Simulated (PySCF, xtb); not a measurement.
B(F)(OH)(OEt) (C2H6BFO2), SMILES B(OCC)(O)F.

xtb with GFN2-xTB at its own geometry gives an orbital gap of 7.96 eV and a dipole moment of 2.38 D.

Geometry optimised at PBE0-D3(BJ)/def2-SVP. The values are those of a single conformer.

Q: What does PBE/def2-TZVP in PySCF give? (The exact figures need the calculation; the answer reports its results.)

A: gap 7.01 eV (levels -7.17 and -0.16 eV), dipole 1.73 D.
